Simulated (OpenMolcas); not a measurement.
Er3+: CASPT2 settings compared

| Quantity | Value |
| --- | --- |
| Program | OpenMolcas |
| Basis | ANO-R3 [10s8p5d5f3g2h] |
| Scalar Hamiltonian | X2C, finite nucleus |
| Active space | 11 electrons in 7 orbitals (4f) |
| State averaging | 2S+1 = 4 odd, 35 roots (21 in the spin-orbit step); 2S+1 = 2 odd, 43 roots kept (CI in the orbitals of an earlier block, 35 in the spin-orbit step) |
| Spin-orbit coupling | RASSI with atomic mean-field integrals over the reference wave functions, term energies averaged over their components |

Methods on the same reference wave functions:
A. CASSCF
B. SS-CASPT2, IPEA 0.2 Eh, no level shift (closed shells correlated: 5s 5p)
C. SS-CASPT2, IPEA 0.6 Eh, sigma1 regulariser 0.4 Eh (closed shells correlated: 5s 5p)
D. XMS-CASPT2, IPEA 0.4 Eh, sigma1 regulariser 0.1 Eh (closed shells correlated: 4d 5s 5p)

Energies in cm⁻¹ above 4f¹¹ ⁴I°_15/2, the measured ground level; measured values from the list in Tchang-Brillet, Wyart, Meftah and Ait Mammar, Atoms 6, 52 (2018).

```csv
Level,A,B,C,D,Measured
4f¹¹ ⁴I°_15/2,0.0,0.0,0.0,0.0,0.0
4f¹¹ ⁴I°_13/2,6613,6650,6640,6650,6508
4f¹¹ ⁴I°_11/2,10798,10640,10680,10710,10172
4f¹¹ ⁴I°_9/2 [56 %],13421,12660,12840,12900,12469
4f¹¹ ⁴F°_9/2 [63 %],19174,15910,16240,16280,15405
```

Deviations, from unrounded energies. A percentage is the sum of absolute deviations over the sum of measured energies, with the sign that they share, or ± where signs differ.

```json
{"Against measurement": "mean absolute deviation (cm-1)", "Levels": "4", "A": "1400", "B": "330", "C": "460", "D": "500"}
{"Against measurement": "fine structure of the ground term (%)", "Levels": "3", "A": "+5.8", "B": "+2.7", "C": "+3.5", "D": "+3.8"}
{"Against measurement": "other terms of the ground configuration (%)", "Levels": "1", "A": "+24.5", "B": "+3.3", "C": "+5.4", "D": "+5.7"}
```

B lies closest to measurement on these levels and A furthest from it. The largest miss of B in the table is 4f¹¹ ⁴F°_9/2 [63 %], by +510 cm-1. The ranking rests on the paired levels alone, and a cruder setting can come out closer through cancelling errors.

Among B to D the level of the table that moves most is 4f¹¹ ⁴F°_9/2 [63 %], by 370 cm-1 (lowest in B, highest in D). Moves below CASPT2's spread within the term are not significant.

The mean deviations of B to D differ by less than CASPT2's widest spread within a term (1400 cm-1), so their order carries little weight.

The lowest spin-free term lies below A's lowest term by 1.016 hartree in B, 1.005 hartree in C, 1.694 hartree in D.

CASPT2 breaks the degeneracy within a term, and the mean is taken; among the terms shown or strongly mixed into the levels shown the widest spread is 1400 cm-1 (4f¹¹ ⁴I°, D). High states are left out of the spin-orbit mixing, which shifts the levels that they would mix with. Without dynamic correlation excited terms often stand tens of per cent too high (terms of higher spin than the ground term too low), and those without a measured partner can miss by more than the paired ones (holds for A). Some levels mix across a computed gap that differs much from the measured one, so their mixing is not that of the real levels (holds for A). Computed and measured levels are paired by configuration, term and J; levels that our copy of the source lacks, or whose pairing is in doubt (as where it misses far off the trend of its configuration), stay unpaired and out of the deviations. Only configurations of the active space appear. The table leaves out levels that lie high or whose names do not pair safely across all columns.

A share in square brackets marks a mixed level and gives the weight of the term that names it, the lowest over the columns. ° marks odd parity.
